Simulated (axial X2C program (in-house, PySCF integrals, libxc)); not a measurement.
The numbers below are computed, except where a source is named.
**PtB: input and output**

Program: an in-house relativistic program for diatomic molecules.

Input:
```json
{
 "zs": [
  78,
  5
 ],
 "q": 0,
 "bas": [
  "dyall-cv3z",
  "dyall-v3z"
 ],
 "levels": [
  "PBE0",
  "HF",
  "B3LYP"
 ],
 "cc": true,
 "r0": 2.08,
 "thr": -2.0,
 "nmax": 90,
 "npts": 10,
 "nst": 2,
 "ntry": 6
}
```
```bash
python so2c.py task.json out
```

Keys: zs atomic numbers; q charge; bas basis sets; levels methods; cc coupled cluster on or off; r0 starting distance in Å; thr threshold in hartree for freezing inner shells (an s shell follows its p shell); nmax most natural virtual spinors; npts points on the curve; nst determinants followed; ntry starts of the search. HF also brings MP2.

Output of the HF step, without spin–orbit coupling, at R = 1.758 Å for the state M_S = 1/2, Λ = 0. It starts from PBE0 orbitals of this distance.

```
spin-free X2C-1e  HF
basis functions 220  fitting functions 1124  grid points 5076
iter        total energy     max residual
   1     -18434.954899389     1.02e+00
   2     -18434.994620983     1.48e-02
   3     -18434.994039323     2.04e-02
   4     -18434.999449574     3.91e-03
   5     -18434.999998240     2.15e-03
   6     -18435.000216543     1.83e-03
   7     -18435.000441686     7.78e-04
   8     -18435.000506615     2.43e-04
   9     -18435.000514846     1.43e-04
  10     -18435.000516875     1.18e-04
  11     -18435.000518333     7.53e-05
  12     -18435.000519703     4.25e-05
  13     -18435.000519985     2.66e-05
  14     -18435.000520041     1.81e-05
  15     -18435.000520090     1.04e-05
  16     -18435.000520113     3.11e-06
  17     -18435.000520115     1.60e-06
  18     -18435.000520115     9.19e-07
converged
one-electron -25520.98392594  Coulomb 7328.30205994  exact exchange -359.71291592  xc functional 0.00000000  nuclear repulsion 117.39426181
correlated 13  virtual 267  natural virtual 89  E(MP2) -0.493512143  MP2 remainder -0.030823166
iter   CCSD correlation   residual
   1     -0.395172055   2.59e-01
   2     -0.417454375   1.34e-01
   3     -0.422789318   4.16e-02
   4     -0.423801499   2.21e-02
   5     -0.424286321   9.68e-03
   6     -0.424435314   4.11e-03
   7     -0.424415663   2.18e-03
   8     -0.424443646   1.14e-03
   9     -0.424431534   6.64e-04
  10     -0.424442917   2.75e-04
  11     -0.424438117   9.20e-05
  12     -0.424439192   3.02e-05
  13     -0.424439499   1.40e-05
  14     -0.424439679   6.45e-06
  15     -0.424439815   2.74e-06
  16     -0.424439844   1.26e-06
  17     -0.424439831   4.86e-07
(T) -0.028903924  T1 0.0497  D1 0.1219  max T2 0.064
```
Energies are in hartree; totals compare only within one Hamiltonian and basis. T1 is large, a sign of multireference character or of a spin-contaminated reference. T1 in the output is the amplitude norm over the root of the electron number; divide by √2 for the Lee–Taylor value. The determinant is spin-polarised beyond a pure state at some levels (its spin-free form has ⟨S²⟩ too high), which makes Re and μ there less reliable.
